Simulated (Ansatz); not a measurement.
The cluster Mg₂Br₂⁺. The state is a doublet with charge 1. Geometry r2SCAN-D4/def2-SVP, basis def2-TZVP, Ansatz.

| atom | x (Å) | y (Å) | z (Å) |
| --- | --- | --- | --- |
| Mg1 | -0.270 | -0.577 | 1.033 |
| Mg2 | 0.788 | 1.505 | -2.914 |
| Br3 | -1.144 | -0.341 | 3.154 |
| Br4 | 0.626 | -0.588 | -1.273 |

```tsv
run	HOMO (eV)	LUMO (eV)
A	-10.61	-7.71
B	-9.81	-8.55
C	-11.73	-7.16
D	-9.98	-7.88
E	-12.46	-5.44
```

Another isomer (doublet) lies 0.16 eV lower at PBE0-D4/def2-TZVP; other spin states weren't run for this one.

HOMO and LUMO are taken over both spins.

The runs used CAM-B3LYP, PBE, PBE0, r2SCAN, ωB97X-V. Estimate which is which.

A PBE0 (25 % exact exchange); B PBE (0 % exact exchange); C CAM-B3LYP (range-separated); D r2SCAN (0 % exact exchange); E ωB97X-V (range-separated). Exact exchange lowers occupied and raises empty levels; among semilocal functionals meta-GGAs tend to open the gap a little, and such runs are hard to tell apart. The gap grows from 1.26 eV (PBE) to 7.02 eV (ωB97X-V).
